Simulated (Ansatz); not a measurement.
C2H6BFOSi, SMILES `O[SiH]1CB(F)C1` at its PBE0-D4/def2-TZVP geometry, where that method's forces vanish. The species carries charge 0 and has multiplicity 1.

```xyz
12

O    -1.5069    0.5049    1.6104
Si   -0.8685    0.1935    0.1258
C     0.7602    1.0284   -0.3435
B     1.1197   -0.4403   -0.7738
F     1.8161   -0.7971   -1.8450
C     0.1713   -1.3686    0.0699
H    -2.0971    1.2549    1.6949
H    -1.9127    0.3034   -0.9278
H     0.8826    1.8634   -1.0287
H     1.2346    1.2657    0.6184
H     0.5526   -1.4689    1.0956
H    -0.1520   -2.3393   -0.2962
```

What forces (eV/Å) does PBE-D4/def2-TZVPP give on these atoms in the Gaussian-basis code of Ansatz? (Best estimate.)

The calculation gave: 
```
O1   0.060 -0.266  0.456
Si2  0.029 -0.009 -0.303
C3   0.053  0.039 -0.068
B4  -0.176  0.117  0.345
F5   0.300 -0.162 -0.490
C6   0.007 -0.075 -0.026
H7  -0.273  0.352  0.046
H8  -0.104  0.002 -0.138
H9   0.035  0.180 -0.126
H10  0.078  0.069  0.170
H11  0.057 -0.042  0.190
H12 -0.064 -0.205 -0.056
```
